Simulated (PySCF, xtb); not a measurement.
1-[amino(fluoro)boranyl]propane (C3H9BFN), SMILES CCCB(N)F.

GFN2-xTB run with xtb at its own geometry gives an orbital gap of 6.58 eV and a dipole moment of 2.56 D.

Geometry optimised at B3LYP-D3(BJ)/def2-SVP. One conformer was computed; it need not be the lowest.

Problem. What does CAM-B3LYP/def2-TZVP in PySCF give? (An estimate is asked for; the answer gives what the named calculation found.)

Solution. gap 11.25 eV (levels -9.74 and 1.51 eV), dipole 2.18 D.
